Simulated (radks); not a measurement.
The numbers below are computed, except where a source is named.
Task: The mean radii <r> (bohr) of the occupied orbitals of an atom or ion are listed with their occupations. Level of theory: scalar-relativistic Kohn-Sham, SCAN, spin-polarised, spherical densities, finite nucleus; meta-GGA in the generalised Kohn-Sham scheme; Fermi nuclear charge, rms radius of each element as measured or else 0.836 A^(1/3) + 0.57 fm (a radial shooting solver on a logarithmic mesh with Libxc functionals).

orbital  occ.      <r>
1s down     1  0.01632
1s up       1  0.01632
2s up       1  0.06874
2s down     1  0.06874
2p up       3  0.06236
2p down     3  0.06236
3s up       1   0.1766
3s down     1   0.1766
3p up       3   0.1781
3p down     3   0.1781
3d up       5   0.1615
3d down     5   0.1614
4s up       1   0.3699
4s down     1   0.3701
4p up       3   0.3862
4p down     3   0.3864
4d up       5   0.3903
4d down     5   0.3906
4f up       1   0.3689

Name the element and its charge. Open shells, if any, are filled with parallel spins first.

Result: Z = 81, thallium, charge +34: Tl34+ in [Kr] 4d10 4f1. The 1s radius gives Z: for a bare nucleus <r> = (2 gamma + 1)/(2Z) with gamma = sqrt(1 - (Z/c)^2), 0.01613 bohr for Z = 81, and screening makes it slightly larger (0.01632 here). The occupations add up to 47, and the charge is Z minus that.
